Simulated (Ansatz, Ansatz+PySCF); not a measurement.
```
atom   x (Å)   y (Å)    z (Å)
  Mn  0.0000  0.0000   0.0000
  Cl  0.0000  0.0000   2.1840
  Cl  0.0000  0.0000  -2.1840
```

Basis set: def2-SVP (spherical functions). Frozen core: 15 orbitals. Correlation on ROHF uses semicanonical orbitals with singles. Charge 0, multiplicity 6.

Computed with Ansatz (development build ahead of 0.2.0); each method stands on the lowest determinant of its kind that the runs found. Restricted functionals stand beside restricted open-shell atoms, which can lie above the unrestricted atoms usual in DFT and then raise those values.

The atomization energy at this shape (free ground-state atoms in the same class of orbitals less the molecule, no zero-point energy) of sextet MnCl2:

```tsv
method	atomization energy
ωB97X (unrestricted)	184.85 kcal/mol
ωB97X (restricted open-shell)	185.95 kcal/mol
r²SCAN (unrestricted)	200.03 kcal/mol
PBE0 (unrestricted)	188.97 kcal/mol
PBE0 (restricted open-shell)	189.79 kcal/mol
PBE (unrestricted)	198.67 kcal/mol
PBE (restricted open-shell)	199.32 kcal/mol
UHF-MP2	170.53 kcal/mol
ROHF-MP2	169.16 kcal/mol
UHF	139.12 kcal/mol
ROHF	142.90 kcal/mol
```

**Question.** What does r²SCAN (restricted open-shell) give?

**Answer.** 202.17 kcal/mol. Caution: other spin multiplicities were not run.
